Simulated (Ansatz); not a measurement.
Input for Ansatz (a first-principles code): R-RI-MP2/aug-cc-pV(T+d)Z on C2H4OS (a complex), monomers drawn apart or pushed together. Files ending in .json are basis or fitting sets from the Basis Set Exchange.

Ansatz 0.2 input:
```yaml
crystal:
  periodic: [false, false, false]
  atoms:
    - {symbol: C, position_ang: [-0.04973676, 0.02689020, 0.19316602]}
    - {symbol: H, position_ang: [0.14767228, -1.00240506, 0.48963503]}
    - {symbol: H, position_ang: [-0.99911758, 0.35233577, 0.61571593]}
    - {symbol: H, position_ang: [0.75132934, 0.66743643, 0.55963636]}
    - {symbol: H, position_ang: [-0.09599579, 0.08912378, -0.89311585]}
    - {symbol: O, position_ang: [-1.36860890, 0.33362584, 4.08174303]}
    - {symbol: C, position_ang: [-0.29311118, -0.05311863, 4.25109351]}
    - {symbol: S, position_ang: [1.16043819, -0.57589572, 4.48063290]}
basis:
  gaussian:
    orbitals: aug-cc-pV_T+d_Z.json
    fitting: {mean_field: def2-universal-JKFIT, correlation: aug-cc-pVTZ-RIFIT.json}
magnetization: {spin_polarized: false}
correlation: {method: mp2, electrons: outside_noble_gas}
scf: {lower_state_search: off}
```

Program output:

```
WARN ansatz: RAYON_NUM_THREADS=2 ignored (pool sized by the plan → 2); use --threads N
Functional definition: HF
these checks for a lower state are left out or cut short: stability, starts, cluster_reference, orbital_swaps, neighbouring_geometries, increment
integrals: 0.30 GiB planned
427 factors; integrals over basis functions are off by at most 1.3e0 eV
mean field: 0.52 GiB planned
mean field evaluation 1: about -14978.1486 eV, gradient 3.9e1 eV
mean field evaluation 2: about -14980.0654 eV, gradient 2.8e1 eV
mean field evaluation 4: about -14981.4099 eV, gradient 1.5e0 eV
mean field -14981.41757532 eV, -550.5569411233 hartree, gradient 1.2e-6 eV, S^2 0.000000; 0 other end points of the search recorded, 0 dependent functions left out
8 core orbitals not correlated
649 factors; their error is unknown
reference -14981.41757532 eV, -550.5569411233 hartree; 12, 12 occupied and 265, 265 virtual orbitals, 649 factors
second order -20.60596954 eV of doubles, -0.00000000 eV of singles
Total energy: -15002.02354486 eV, -551.3141965368 hartree
Checks for a lower state left out: stability, starts, cluster_reference, orbital_swaps, neighbouring_geometries, increment
```

The calculation finished and met its thresholds.

Cost: around 2.9 core-seconds (rough).
